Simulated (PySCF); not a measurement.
Radial density of Mn³⁺ (manganese, charge +3)

r2SCAN, [Ar] 3d4, high-spin 5D determinant. All numbers are calculated (PySCF 2.14, no relativity, point nucleus, in cc-pVTZ).

| r (bohr) | 4πr²ρ (e/bohr) | 4πr²(ρα − ρβ) |
| --- | --- | --- |
| 0.00108 | 0.1474 | 0.0000 |
| 0.00182 | 0.4018 | 0.0000 |
| 0.00306 | 1.068 | 0.0000 |
| 0.00515 | 2.723 | 0.0001 |
| 0.00867 | 6.465 | 0.0002 |
| 0.0146 | 13.63 | 0.0004 |
| 0.0245 | 23.60 | 0.0007 |
| 0.0413 | 29.84 | 0.0013 |
| 0.0694 | 25.56 | 0.0050 |
| 0.117 | 24.63 | 0.0388 |
| 0.196 | 33.10 | 0.2679 |
| 0.330 | 18.84 | 1.3074 |
| 0.555 | 12.55 | 3.3528 |
| 0.934 | 12.41 | 3.4404 |
| 1.57 | 2.527 | 1.1792 |
| 2.64 | 0.1133 | 0.0959 |
| 4.45 | 0.0005597 | 0.0006 |
